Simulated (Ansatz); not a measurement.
Ansatz (a quantum-chemistry and plane-wave program) input (B3LYP/3-21G): The .json file is the Basis Set Exchange's 3-21G.

Ansatz 0.2 input:
```yaml
crystal:
  periodic: [false, false, false]
  atoms:
    - {symbol: C, position_ang: [-0.82887000, 0.04033900, 0.27540500]}
    - {symbol: C, position_ang: [0.65302600, -0.04629900, -0.02558100]}
    - {symbol: Cl, position_ang: [1.33388900, -1.61785500, 0.59742100]}
    - {symbol: Cl, position_ang: [1.54924600, 1.29747400, 0.81855200]}
    - {symbol: Cl, position_ang: [-1.54790100, -1.30891400, -0.83225800]}
    - {symbol: Cl, position_ang: [-1.33073600, 1.63090200, -0.60926900]}
    - {symbol: H, position_ang: [0.97858500, 0.00845700, -1.06452000]}
basis:
  gaussian:
    orbitals: 3-21G.json
hamiltonian:
  xc: {name: B3LYP}
total_charge: -1
output: {forces: true}
```

Output:

```
Functional definition: B3LYP
integrals: 0.03 GiB planned
831 factors; integrals over basis functions are off by at most 9.9e-4 eV
mean field: 0.33 GiB planned
mean field evaluation 1: about -51928.0626 eV, gradient 1.6e1 eV
mean field evaluation 2: about -51927.5852 eV, gradient 2.4e1 eV
mean field evaluation 4: about -51929.0051 eV, gradient 1.2e0 eV
mean field evaluation 8: about -51929.1200 eV, gradient 6.0e-2 eV
mean field evaluation 16: about -51929.1200 eV, gradient 2.4e-5 eV
mean field -51929.12003545 eV, -1908.3599624811 hartree, gradient 2.4e-5 eV, S^2 0.000000; 0 other end points of the search recorded, 0 dependent functions left out
the calculation of the forces begins
reference -51929.12028584 eV, -1908.3599716825 hartree; 41, 41 occupied and 31, 31 virtual orbitals, 831 factors
Total energy: -51929.12028584 eV, -1908.3599716825 hartree
Atom 0 at    -0.828870     0.040339     0.275405 Å, force     0.705288    -0.229622     2.340403 eV/Å
Atom 1 at     0.653026    -0.046299    -0.025581 Å, force    -0.985740     0.194814    -1.608372 eV/Å
Atom 2 at     1.333889    -1.617855     0.597421 Å, force     0.580236    -1.494571     0.595335 eV/Å
Atom 3 at     1.549246     1.297474     0.818552 Å, force     0.785737     1.287347     0.806347 eV/Å
Atom 4 at    -1.547901    -1.308914    -0.832258 Å, force    -0.689906    -1.337097    -1.144474 eV/Å
Atom 5 at    -1.330736     1.630902    -0.609269 Å, force    -0.474423     1.579943    -0.923213 eV/Å
Atom 6 at     0.978585     0.008457    -1.064520 Å, force     0.078808    -0.000813    -0.066026 eV/Å
Dipole moment:     0.674698    -0.032206    -0.232482 e Å
```

The dipole moment of an ion depends on the origin.

The geometry given is a B3LYP-D3(BJ)/def2-TZVP minimum.
